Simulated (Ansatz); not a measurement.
Computed with Ansatz on PBE0-D4/def2-TZVP structures; ΔE is electronic, products minus reactants. CCSD(T)/CBS is the MP2 limit (def2-TZVPP, def2-QZVPP) plus CCSD(T) − MP2 in def2-TZVPP, frozen cores. This one scheme is used for every species. One conformer a species, not always the lowest.

Reaction (formal exchange of groups at a C–O bond): `OC(S)O[SiH3]` + SiH₄ → `[SiH3]OC([SiH3])S` + H₂O

`OC(S)O[SiH3]`:

Cartesian coordinates in Å:
```
O 0.005 -0.995 1.989
C 0.491 -0.321 0.885
S 1.279 -1.513 -0.239
O -0.552 0.400 0.309
Si -0.518 1.032 -1.227
H -0.605 -0.397 2.436
H 1.304 0.371 1.154
H 0.196 -2.304 -0.330
H -1.582 2.063 -1.214
H 0.802 1.655 -1.506
H -0.821 0.011 -2.258
```

SiH₄:

Cartesian coordinates in Å:
```
Si 0.000 0.000 0.000
H 0.520 0.996 -0.970
H -1.291 0.478 0.555
H 0.979 -0.175 1.103
H -0.207 -1.299 -0.688
```

`[SiH3]OC([SiH3])S`:

Cartesian coordinates in Å:
```
Si -1.657 0.801 1.315
O -0.129 0.544 0.723
C 0.140 0.137 -0.594
Si 1.972 -0.333 -0.732
S -0.909 -1.219 -1.194
H -1.456 1.675 2.495
H -2.322 -0.456 1.736
H -2.493 1.488 0.294
H -0.092 0.945 -1.302
H 2.178 -1.584 0.042
H 2.822 0.751 -0.175
H 2.307 -0.556 -2.161
H -0.360 -2.193 -0.446
```

H₂O:

Cartesian coordinates in Å:
```
O 0.308 -0.174 -0.162
H -0.071 -0.345 0.703
H -0.237 0.519 -0.541
```

```
            species  MP2/def2-QZVPP energy (Eh)
     `OC(S)O[SiH3]`                  -878.73479
               SiH₄                  -291.42099
`[SiH3]OC([SiH3])S`                 -1093.82599
                H₂O                   -76.34932
```

Task: Work out ΔE.

Result: ΔE = (-1093.82599) + (-76.34932) − (-878.73479) − (-291.42099) = -0.01953 Eh = -51.3 kJ/mol. CCSD(T)/CBS gives -46.3 kJ/mol.

Largest T1 diagnostic among the species: 0.012.

The D4 term adds −9.0 kJ/mol with B3LYP and −5.1 kJ/mol with PBE0; it sums over pairs of atoms, weighted by their polarisabilities, and B3LYP, whose exchange is more repulsive, gets the larger term. In def2-TZVPP, CCSD(T) changes the Hartree–Fock value by −19.2 kJ/mol (the triples alone add −1.7 kJ/mol) and MP2 by −27.1 kJ/mol.

B3LYP here is the variant with VWN-RPA as its local correlation; programs differ in this.
